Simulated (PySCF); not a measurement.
Atomic charges by several schemes

n-BuOEt, C6H14O.
Z-matrix (Å and degrees, GFN2-xTB geometry), rows numbered from 1:
```
C 
C   1  1.5232
C   2  1.5268  1  111.79
C   3  1.5245  2  111.86  1  -176.93
O   4  1.4074  3  109.02  2    66.36
C   5  1.4072  4  113.46  3  -178.70
C   6  1.5199  5  108.70  4   177.91
H   1  1.0876  2  110.66  3  -179.77
H   1  1.0883  2  110.61  3   -59.63
H   1  1.0876  2  110.46  3    60.25
H   2  1.0927  1  109.49  3   121.18
H   2  1.0906  1  109.81  3  -120.44
H   3  1.0919  2  110.04  1    62.10
H   3  1.0910  2  109.40  1   -57.04
H   4  1.1030  3  110.19  2  -173.03
H   4  1.1029  3  110.20  2   -54.35
H   6  1.1026  5  109.84  4    57.20
H   6  1.1030  5  109.98  4   -61.06
H   7  1.0862  6  109.89  5    59.72
H   7  1.0864  6  110.07  5  -179.82
H   7  1.0865  6  109.77  5   -59.51
```

Density: PBE0/pcSseg-1 (PySCF); schemes: Mulliken, IAO, Hirshfeld and ESP-fitted. Isolated species at its GFN2-xTB geometry (one conformer only).

Q: What partial charge does each atom carry?

A: In e:

```json
{"atom": "C1", "environment": "methyl carbon", "Mulliken": "-0.259", "IAO": "-0.416", "Hirshfeld": "-0.118", "ESP-fitted": "-0.476"}
{"atom": "C2", "environment": "chain CH2 carbon", "Mulliken": "-0.289", "IAO": "-0.249", "Hirshfeld": "-0.069", "ESP-fitted": "+0.287"}
{"atom": "C3", "environment": "chain CH2 carbon", "Mulliken": "-0.236", "IAO": "-0.255", "Hirshfeld": "-0.072", "ESP-fitted": "-0.032"}
{"atom": "C4", "environment": "sp3 carbon bound to oxygen", "Mulliken": "+0.061", "IAO": "-0.041", "Hirshfeld": "+0.004", "ESP-fitted": "-0.059"}
{"atom": "O5", "environment": "ether oxygen", "Mulliken": "-0.523", "IAO": "-0.401", "Hirshfeld": "-0.131", "ESP-fitted": "-0.336"}
{"atom": "C6", "environment": "sp3 carbon bound to oxygen", "Mulliken": "+0.007", "IAO": "-0.036", "Hirshfeld": "+0.006", "ESP-fitted": "+0.296"}
{"atom": "C7", "environment": "methyl carbon", "Mulliken": "-0.269", "IAO": "-0.423", "Hirshfeld": "-0.122", "ESP-fitted": "-0.370"}
{"atom": "H8", "environment": "methyl hydrogen", "Mulliken": "+0.114", "IAO": "+0.140", "Hirshfeld": "+0.039", "ESP-fitted": "+0.110"}
{"atom": "H9", "environment": "methyl hydrogen", "Mulliken": "+0.103", "IAO": "+0.133", "Hirshfeld": "+0.036", "ESP-fitted": "+0.099"}
{"atom": "H10", "environment": "methyl hydrogen", "Mulliken": "+0.107", "IAO": "+0.136", "Hirshfeld": "+0.038", "ESP-fitted": "+0.111"}
{"atom": "H11", "environment": "methylene hydrogen", "Mulliken": "+0.108", "IAO": "+0.124", "Hirshfeld": "+0.033", "ESP-fitted": "-0.032"}
{"atom": "H12", "environment": "methylene hydrogen", "Mulliken": "+0.131", "IAO": "+0.142", "Hirshfeld": "+0.033", "ESP-fitted": "-0.039"}
{"atom": "H13", "environment": "methylene hydrogen", "Mulliken": "+0.112", "IAO": "+0.131", "Hirshfeld": "+0.040", "ESP-fitted": "+0.021"}
{"atom": "H14", "environment": "methylene hydrogen", "Mulliken": "+0.120", "IAO": "+0.137", "Hirshfeld": "+0.037", "ESP-fitted": "+0.034"}
{"atom": "H15", "environment": "methylene hydrogen", "Mulliken": "+0.098", "IAO": "+0.111", "Hirshfeld": "+0.029", "ESP-fitted": "+0.058"}
{"atom": "H16", "environment": "methylene hydrogen", "Mulliken": "+0.087", "IAO": "+0.107", "Hirshfeld": "+0.028", "ESP-fitted": "+0.043"}
{"atom": "H17", "environment": "methylene hydrogen", "Mulliken": "+0.090", "IAO": "+0.111", "Hirshfeld": "+0.030", "ESP-fitted": "-0.009"}
{"atom": "H18", "environment": "methylene hydrogen", "Mulliken": "+0.090", "IAO": "+0.111", "Hirshfeld": "+0.030", "ESP-fitted": "-0.004"}
{"atom": "H19", "environment": "methyl hydrogen", "Mulliken": "+0.118", "IAO": "+0.148", "Hirshfeld": "+0.042", "ESP-fitted": "+0.102"}
{"atom": "H20", "environment": "methyl hydrogen", "Mulliken": "+0.109", "IAO": "+0.143", "Hirshfeld": "+0.045", "ESP-fitted": "+0.095"}
{"atom": "H21", "environment": "methyl hydrogen", "Mulliken": "+0.118", "IAO": "+0.148", "Hirshfeld": "+0.042", "ESP-fitted": "+0.102"}
```

Mean size of the charges over all atoms: IAO 0.173 e, Mulliken 0.150 e, ESP-fitted 0.129 e, Hirshfeld 0.049 e. Each set sums to the total charge, 0, to within 0.001 e. The IAO scheme projects the occupied orbitals on a minimal set of polarised atomic orbitals and counts the electrons in each atom's part of it.

Lowest charge. The schemes don't all agree: Mulliken O5 (-0.523); IAO C7 (-0.423); Hirshfeld O5 (-0.131); ESP-fitted C1 (-0.476).

Highest charge. The schemes don't all agree: Mulliken H12 (+0.131); IAO H19 and H21 (+0.148); Hirshfeld H20 (+0.045); ESP-fitted C6 (+0.296).

Q: Sum the charges by element, for elements with more than one atom.

A: 
```tsv
element	atoms	Mulliken	IAO	Hirshfeld	ESP-fitted
C	6	-0.983	-1.420	-0.371	-0.354
H	14	+1.506	+1.821	+0.502	+0.690
```

Q: How closely do the schemes follow one another over all atoms?

A: Correlation coefficient and root-mean-square difference: IAO with Hirshfeld 0.99, 0.146 e; Mulliken with Hirshfeld 0.97, 0.129 e; Mulliken with IAO 0.95, 0.064 e; Hirshfeld with ESP-fitted 0.68, 0.152 e; IAO with ESP-fitted 0.64, 0.166 e; Mulliken with ESP-fitted 0.55, 0.176 e.
